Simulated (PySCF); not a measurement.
Input file for PySCF: R-B3LYP/6-31G* on CH5FGe (SMILES [CH3][GeH2][F]), a point of a torsion scan.

```python
from pyscf import gto, scf, dft, mp
from pyscf.data.elements import chemcore

mol = gto.M(
    atom='''
    C     1.06977802    0.08324073   -0.06079999
    Ge   -0.88029833   -0.04734355    0.17814449
    F    -1.41462732   -1.13497177   -1.08834120
    H     1.36060200   -0.53611245   -0.90544108
    H     1.59789371   -0.26539139    0.82257354
    H     1.37331851    1.10717839   -0.26132470
    H    -1.37771337   -0.75550542    1.40904116
    H    -1.69440569    1.18206990   -0.12126033
    ''',
    basis='6-31g*',
    cart=True,
    charge=0, spin=0, verbose=3, max_memory=1800)
mf = dft.RKS(mol, xc='b3lyp')
mf.conv_tol = 1e-8
mf.max_cycle = 100
mf.kernel()
if not mf.converged:
    mf = mf.newton().run(mf.mo_coeff, mf.mo_occ)
```

Program output:

```
converged SCF energy = -2217.74973671096
```

Self-consistency was reached.

Cost: around 8 core-seconds (rough).
